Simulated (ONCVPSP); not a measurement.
Which change was made? (Ge, ONCV)

| Item | Value |
| --- | --- |
| Element | Ge |
| Generator | ONCVPSP 4.0.1 |
| Type | optimised norm-conserving Vanderbilt (ONCV) |
| Functional | PBEsol |
| Relativity | scalar-relativistic |
| Frozen core | [Ar] 3d10 |
| Valence charge | 4 |
| Reference configuration | 4s2 4p1.5 (charge +0.5) |
| Partial waves | 4s: rc 1.60 bohr, ncon 4, nbas 8, qcut 3.2 1/bohr, 1 projector; 4p: rc 2.25 bohr, ncon 4, nbas 7, qcut 3.3 1/bohr, 2 projectors, debl 3.9 Ha |
| Local potential | polynomial inside 1.35 bohr (lpopt 1, dvloc0 3 Ha) |
| Core correction | Teter function, fcfact 4.75, rcfact 1.6 |

Cutoffs, loose and tight: the cutoffs (Ha) at which the residual kinetic energy of the hardest occupied pseudo-wave falls to 1 and 0.1 mHa per electron. They do not see the model core or the augmentation charge, which bear on the density cutoff. Test errors are all-electron minus pseudo excitation energies from the reference, over the configurations 4s2 4p2; 4s2 4p1; 4s2 4p0; 4s1 4p0; variants that change the core or the reference have their own tests.

The base gives: outcome: generated; cutoff, loose: 30 Ha; cutoff, tight: 63 Ha; bound ghosts: none; GHOST(+) flags above zero: none; largest test error (meV): -751.

(1) After one change the result is: outcome: generated; cutoff, loose: 30 Ha; cutoff, tight: 63 Ha; bound ghosts: none; GHOST(+) flags above zero: none; largest test error (meV): -286. Which change was it?
A. core correction Teter function, fcfact 7.5, rcfact 1.6
B. core correction Teter function, fcfact 2.7, rcfact 1.6
C. core correction Teter function, fcfact 1.2, rcfact 1.6

Results:

(1) C. The others give: core correction Teter function, fcfact 2.7, rcfact 1.6 → outcome: generated; cutoff, loose: 30 Ha; cutoff, tight: 63 Ha; bound ghosts: none; GHOST(+) flags above zero: none; largest test error (meV): -522 | core correction Teter function, fcfact 7.5, rcfact 1.6 → outcome: generated; cutoff, loose: 30 Ha; cutoff, tight: 63 Ha; bound ghosts: none; GHOST(+) flags above zero: none; largest test error (meV): -969.
